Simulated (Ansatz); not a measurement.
Reaction (ligand exchange at the Si–N bond): `CN[SiH](S)Cl` + HCl → `S[SiH](Cl)Cl` + CH₃NH₂

Computed with Ansatz on PBE0-D4/def2-TZVP structures; ΔE is electronic, products minus reactants. CCSD(T)/CBS is the MP2 limit (def2-TZVPP, def2-QZVPP) plus CCSD(T) − MP2 in def2-TZVPP, frozen cores. This one scheme is used for every species. Functionals use def2-TZVPP. B3LYP here is the variant with VWN-RPA as its local correlation; programs differ in this. Each species was taken in one conformer, which may not be the lowest.

| level | ΔE (kcal/mol) |
| --- | --- |
| PBE0-D4 | -6.1 |
| PBE0 | -7.1 |
| B3LYP | -6.7 |
| HF/def2-TZVPP | -6.8 |
| HF/def2-QZVPP | -6.7 |
| MP2/def2-QZVPP | -5.6 |
| SCS-MP2/def2-QZVPP | -5.6 |
| CCSD/CBS(def2) | -5.6 |

(1) What does CCSD(T)/CBS give? (Best estimate.)

Largest T1 diagnostic among the species: 0.010.

## Answers

(1) The calculation gave: -5.4 kcal/mol. The listed levels differ from it by -0.7, -1.7, -1.3, -1.4, -1.3, -0.2, -0.2, -0.2 kcal/mol.

In def2-TZVPP, CCSD(T) changes the Hartree–Fock value by +2.1 kcal/mol (the triples alone add +0.1 kcal/mol) and MP2 by +1.6 kcal/mol. The D4 term adds +1.6 kcal/mol with B3LYP and +1.0 kcal/mol with PBE0; it sums over pairs of atoms, weighted by their polarisabilities, and B3LYP, whose exchange is more repulsive, gets the larger term.
